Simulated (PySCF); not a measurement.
PySCF job for BFH4O3Si, SMILES OB(O)O[SiH2]F, TDDFT-M06-2X/def2-SVPD. Geometry: PBE0-D3(BJ)/def2-SVP. This is a generated structure with no PubChem entry under its InChIKey; it may be hypothetical. The values are those of a single conformer.

```python
import numpy as np
from pyscf import gto, scf, dft, tdscf

mol = gto.M(
    atom='''
    Si   -1.40224017   -0.50149921    0.06357096
    F    -2.02694668    0.26281466   -1.21695120
    O    -0.04206265    0.28097822    0.54818560
    B     1.31951908    0.21754912    0.29383341
    O     2.11416052    1.23039364    0.71323556
    O     1.90741793   -0.82186986   -0.35250060
    H    -1.06696565   -1.88580813   -0.37598748
    H    -2.39486884   -0.45951931    1.15916642
    H     1.60059630    1.92007074    1.14334105
    H     1.30139902   -1.52284771   -0.60448394
    ''',
    basis='def2-SVPD',
    charge=0,
    spin=0,
    max_memory=1600,
    verbose=4,
)
mf = dft.RKS(mol, xc='m06-2x').density_fit(auxbasis='def2-universal-jkfit')
mf.grids.level = 4
mf.conv_tol = 1e-9
mf.max_cycle = 100
mf.kernel()
mf.grids = dft.Grids(mol).set(level=2).build(with_non0tab=True)  # coarser grid for the response kernel
td = tdscf.TDDFT(mf)
td.singlet = True
td.nstates = 10
td.conv_tol = 1e-4
td.positive_eig_threshold = 1e-6
td.kernel(x0=td.get_init_guess(mf, 15))
td.analyze()
tt = tdscf.TDA(mf)
tt.singlet = False
tt.nstates = 4
tt.conv_tol = 1e-4
tt.positive_eig_threshold = 1e-6
tt.kernel(x0=tt.get_init_guess(mf, 9))
tt.analyze(verbose=3)
```

It prints:

```
PySCF version 2.14.0

[INPUT] verbose = 4
[INPUT] num. atoms = 10
[INPUT] num. electrons = 56
[INPUT] charge = 0
[INPUT] spin (= nelec alpha-beta = 2S) = 0
[INPUT] symmetry False subgroup None
[INPUT] Mole.unit = angstrom
[INPUT] Symbol           X                Y                Z      unit          X                Y                Z       unit  Magmom
[INPUT]  1 Si    -1.402240170000  -0.501499210000   0.063570960000 AA   -2.649849882164  -0.947696158586   0.120131703876 Bohr   0.0
[INPUT]  2 F     -2.026946680000   0.262814660000  -1.216951200000 AA   -3.830374094296   0.496647728921  -2.299704474961 Bohr   0.0
[INPUT]  3 O     -0.042062650000   0.280978220000   0.548185600000 AA   -0.079486888573   0.530971882768   1.035920649430 Bohr   0.0
[INPUT]  4 B      1.319519080000   0.217549120000   0.293833410000 AA    2.493529677338   0.411108255440   0.555264671147 Bohr   0.0
[INPUT]  5 O      2.114160520000   1.230393640000   0.713235560000 AA    3.995184366168   2.325107005007   1.347819870701 Bohr   0.0
[INPUT]  6 O      1.907417930000  -0.821869860000  -0.352500600000 AA    3.604497492785  -1.553108945435  -0.666129592745 Bohr   0.0
[INPUT]  7 H     -1.066965650000  -1.885808130000  -0.375987480000 AA   -2.016272862819  -3.563660889178  -0.710513363465 Bohr   0.0
[INPUT]  8 H     -2.394868840000  -0.459519310000   1.159166420000 AA   -4.525646211855  -0.868365644849   2.190507066593 Bohr   0.0
[INPUT]  9 H      1.600596300000   1.920070740000   1.143341050000 AA    3.024688642992   3.628407838391   2.160601451473 Bohr   0.0
[INPUT] 10 H      1.301399020000  -1.522847710000  -0.604483940000 AA    2.459287726577  -2.877765101321  -1.142309093298 Bohr   0.0

nuclear repulsion = 298.471055612986
number of shells = 70
number of NR pGTOs = 244
number of NR cGTOs = 168
basis = def2-SVPD
ecp = {}


[settings echo left out]
init E= -642.653747197679
  HOMO = -0.368524406233992  LUMO = -0.0309454797850268  gap/eV = 9.18599
cycle= 1 E= -641.8822886912  delta_E= 0.771  |g|= 0.959  |ddm|= 4.42
  HOMO = -0.30416545351656  LUMO = -0.00247468948426821  gap/eV = 8.20942
cycle= 2 E= -641.851678385172  delta_E= 0.0306  |g|= 1.09  |ddm|= 2.45
  HOMO = -0.41188369192007  LUMO = -0.00132793116047747  gap/eV = 11.17179
cycle= 3 E= -642.057968032848  delta_E= -0.206  |g|= 0.0457  |ddm|= 1.18
  HOMO = -0.405873493720328  LUMO = 0.000912689277761558  gap/eV = 11.06922
cycle= 4 E= -642.058371530578  delta_E= -0.000403  |g|= 0.0152  |ddm|= 0.0919
  HOMO = -0.406311565233681  LUMO = 0.000759746750718548  gap/eV = 11.07697
cycle= 5 E= -642.058406714229  delta_E= -3.52e-05  |g|= 0.00854  |ddm|= 0.0324
  HOMO = -0.406707825507671  LUMO = 0.000661846744490546  gap/eV = 11.08509
cycle= 6 E= -642.058418761369  delta_E= -1.2e-05  |g|= 0.000697  |ddm|= 0.00849
  HOMO = -0.40662967387704  LUMO = 0.000683404305377167  gap/eV = 11.08355
cycle= 7 E= -642.058418909869  delta_E= -1.49e-07  |g|= 0.000342  |ddm|= 0.00229
  HOMO = -0.406666306415516  LUMO = 0.000679903764245537  gap/eV = 11.08445
cycle= 8 E= -642.058418931668  delta_E= -2.18e-08  |g|= 0.000148  |ddm|= 0.000544
  HOMO = -0.40666706231642  LUMO = 0.000678927879403268  gap/eV = 11.08445
cycle= 9 E= -642.058418936115  delta_E= -4.45e-09  |g|= 2.5e-05  |ddm|= 0.000229
  HOMO = -0.406666076598923  LUMO = 0.000679494194062435  gap/eV = 11.08444
cycle= 10 E= -642.058418936294  delta_E= -1.79e-10  |g|= 5.14e-06  |ddm|= 6.22e-05
  HOMO = -0.406665631360723  LUMO = 0.000679606692775891  gap/eV = 11.08443
Extra cycle  E= -642.058418936298  delta_E= -3.98e-12  |g|= 5.35e-06  |ddm|= 1.45e-05
converged SCF energy = -642.058418936298
tot grids = 89856
Overwritten attributes  positive_eig_threshold  of <class 'pyscf.tdscf.rks.TDDFT'>


******** <class 'pyscf.tdscf.rks.TDDFT'> for <class 'pyscf.df.df_jk.DFRKS'> ********
nstates = 10 singlet
deg_eia_thresh = 1.000e-03
wfnsym = None
conv_tol = 0.0001
eigh lindep = 1e-12
eigh level_shift = 0
eigh max_cycle = 100


Excitation energies (eV)
[8.36037019 8.44104871 8.46138437 8.82609557 9.26769222 9.39330949
 9.58308419 9.63008252 9.69015743 9.93091261]

** Singlet excitation energies and oscillator strengths **
Excited State   1:      8.36037 eV    148.30 nm  f=0.0114
      28 -> 29        0.53256
      28 -> 30       -0.27652
      28 -> 31        0.17389
      28 -> 32       -0.16486
      28 -> 33        0.20365
Excited State   2:      8.44105 eV    146.88 nm  f=0.0082
      26 -> 31       -0.12453
      27 -> 29        0.56429
      28 -> 29       -0.19767
      28 -> 30       -0.23991
      28 -> 32        0.10830
Excited State   3:      8.46138 eV    146.53 nm  f=0.0201
      27 -> 29        0.30758
      28 -> 29        0.20554
      28 -> 30        0.53545
      28 -> 32       -0.16286
Excited State   4:      8.82610 eV    140.47 nm  f=0.0160
      26 -> 29       -0.55183
      27 -> 31        0.33721
Excited State   5:      9.26769 eV    133.78 nm  f=0.0052
      24 -> 31       -0.11906
      25 -> 29       -0.38493
      25 -> 32        0.10806
      26 -> 29        0.16127
      27 -> 31        0.13948
      28 -> 29        0.16614
      28 -> 32        0.41841
      28 -> 33       -0.11317
Excited State   6:      9.39331 eV    131.99 nm  f=0.1059
      25 -> 29       -0.30492
      26 -> 29        0.14578
      27 -> 31        0.12322
      28 -> 29       -0.10390
      28 -> 30       -0.14264
      28 -> 31       -0.35298
      28 -> 32       -0.37533
Excited State   7:      9.58308 eV    129.38 nm  f=0.1378
      24 -> 29       -0.41705
      25 -> 29       -0.20100
      25 -> 31       -0.18009
      26 -> 29       -0.14501
      26 -> 30        0.24198
      27 -> 31       -0.19365
      28 -> 31        0.10635
      28 -> 32       -0.12734
Excited State   8:      9.63008 eV    128.75 nm  f=0.0277
      22 -> 29        0.10023
      23 -> 29        0.10011
      24 -> 29        0.20002
      25 -> 29       -0.14901
      25 -> 31        0.10438
      26 -> 29       -0.23463
      26 -> 32        0.10694
      26 -> 34       -0.12028
      27 -> 31       -0.39718
      28 -> 29        0.11302
      28 -> 31       -0.25081
      28 -> 32        0.12463
Excited State   9:      9.69016 eV    127.95 nm  f=0.0351
      23 -> 30        0.10185
      24 -> 29       -0.24246
      25 -> 31       -0.11063
      26 -> 30       -0.55017
      26 -> 31        0.14145
      26 -> 32        0.12765
      26 -> 35        0.10280
      26 -> 39        0.10998
Excited State  10:      9.93091 eV    124.85 nm  f=0.0375
      25 -> 30       -0.27554
      27 -> 30        0.54160
      27 -> 31       -0.17152
      27 -> 32       -0.12764
      27 -> 34       -0.11356
      27 -> 39       -0.12704

** Transition electric dipole moments (AU) **
state          X           Y           Z        Dip. S.      Osc.
  1         0.2243      0.0082     -0.0739      0.0558      0.0114
  2        -0.1450      0.0665      0.1201      0.0399      0.0082
  3         0.1919     -0.1279     -0.2098      0.0972      0.0201
  4        -0.1055      0.0374     -0.2479      0.0740      0.0160
  5        -0.0912      0.1193      0.0185      0.0229      0.0052
  6        -0.2124      0.5688      0.3027      0.4603      0.1059
  7        -0.7380     -0.0062      0.2059      0.5871      0.1378
  8         0.1598      0.0551      0.2977      0.1172      0.0277
  9         0.3134     -0.0511      0.2171      0.1480      0.0351
 10        -0.1412     -0.3019     -0.2075      0.1541      0.0375

** Transition velocity dipole moments (imaginary part, AU) **
state          X           Y           Z        Dip. S.      Osc.
  1         0.0738      0.0037     -0.0265      0.0062      0.0134
  2        -0.0494      0.0244      0.0407      0.0047      0.0101
  3         0.0659     -0.0468     -0.0721      0.0117      0.0252
  4        -0.0348      0.0134     -0.0849      0.0086      0.0177
  5        -0.0358      0.0423      0.0081      0.0031      0.0061
  6        -0.0731      0.2079      0.1131      0.0614      0.1185
  7        -0.2793     -0.0003      0.0752      0.0837      0.1584
  8         0.0650      0.0212      0.1093      0.0166      0.0313
  9         0.1137     -0.0201      0.0829      0.0202      0.0378
 10        -0.0542     -0.1101     -0.0761      0.0209      0.0381

** Transition magnetic dipole moments (imaginary part, AU) **
state          X           Y           Z
  1        -0.0541      0.8519     -1.0390
  2         0.0739      0.0045      0.5832
  3        -1.4987     -0.2593     -0.6004
  4        -0.0591     -0.4963     -0.2923
  5         0.7051     -0.8217      1.1535
  6         0.2060     -0.7410      0.9553
  7        -0.0668      0.2246      0.5842
  8        -0.0194     -0.3576      0.6635
  9         0.0751     -0.5659     -0.2581
 10         0.2052      0.2398      0.5913
Overwritten attributes  positive_eig_threshold  of <class 'pyscf.tdscf.rks.TDA'>


******** <class 'pyscf.tdscf.rks.TDA'> for <class 'pyscf.df.df_jk.DFRKS'> ********
nstates = 4 triplet
deg_eia_thresh = 1.000e-03
wfnsym = None
conv_tol = 0.0001
eigh lindep = 1e-12
eigh level_shift = 0
eigh max_cycle = 100


Excitation energies (eV)
[8.02941269 8.09055946 8.25760957 8.60630098]

** Triplet excitation energies and oscillator strengths **
Excited State   1:      8.02941 eV    154.41 nm  f=0.0000
Excited State   2:      8.09056 eV    153.25 nm  f=0.0000
Excited State   3:      8.25761 eV    150.15 nm  f=0.0000
Excited State   4:      8.60630 eV    144.06 nm  f=0.0000
```

The run converged.

Cost: about 21 core-minutes (a rough figure).
